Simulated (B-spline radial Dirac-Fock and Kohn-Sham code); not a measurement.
Kohn-Sham estimates against Dirac-Fock for the levels of Si³⁺

System: silicon as Si³⁺, [Ne] 3s1.

The density-functional columns are spherical, spin-unpolarised Dirac-Kohn-Sham results without Breit or QED terms: −ε is minus the orbital energy of the initial state and ΔSCF the difference of two total energies. The reference in the last column comes from Dirac-Fock (average of configuration) total-energy differences with a finite nucleus, the Breit interaction including its frequency dependence, and self-energy and vacuum-polarisation corrections. All numbers are from a radial finite-basis atomic code, in eV; a selection of levels is shown.

```
     level  PBE −ε  PBE ΔSCF  LDA −ε  LDA ΔSCF  Dirac-Fock
L2 (2p1/2)   132.4     151.0   132.5     151.1       148.4
L3 (2p3/2)   131.8     150.3   131.9     150.4       147.8
   M1 (3s)   39.49     45.15   39.69     45.09       44.73
```

Q: Order the estimates of the L2 (2p1/2) level by their distance from the Dirac-Fock value, nearest first.
A. LDA ΔSCF
B. LDA −ε
C. PBE ΔSCF
D. PBE −ε

A: C (2.6 eV), A (2.7 eV), B (15.9 eV), D (16.0 eV).

For the outermost level NIST gives 45.14179 eV (measured); the differences from it are PBE −ε -5.66, PBE ΔSCF +0.01, LDA −ε -5.45, LDA ΔSCF -0.05, Dirac-Fock -0.42 eV.

Values without a named source are computed, but for edge energies of neutral atoms, which are taken from tables.
